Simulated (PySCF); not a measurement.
## Shieldings and the share of exact exchange

Molecule: `CC[CH2][AlH2]`, C3H9Al.

Mapped SMILES: `[CH3:1][CH2:2][CH2:3][AlH2:4]` (H(Xn): hydrogen on atom n).

GIAO shieldings (ppm, equivalent atoms averaged) in PySCF 2.14 on the PBE0-D3(BJ)/def2-SVP geometry, basis pcSseg-2, gas phase, non-relativistic:

```tsv
functional	exact exchange (%)	σ(C3)	σ(Al4)
BLYP	0	148.7	227.8
BP86	0	154.1	233.4
PBE	0	154.0	232.3
B3LYP	20	155.8	247.5
PBE0	25	162.3	258.9
BHandHLYP	50	164.1	275.6
HF	100	176.0	327.1
```

Task: Fit each shielding as a line in the percentage of exact exchange.

Result: σ(C3) = 152.7 + 0.24 x (rms 2.3 ppm); σ(Al4) = 231.0 + 0.95 x (rms 2.7 ppm). The functionals also differ in their semilocal parts, which the line can't hold; Hartree–Fock has no correlation at all.

Task: What does the line predict for mPW1PW91 (25 %), and what does the run give?

Result: σ(C3): 158.7 predicted, 162.1 computed; σ(Al4): 254.8 predicted, 261.8 computed ppm.
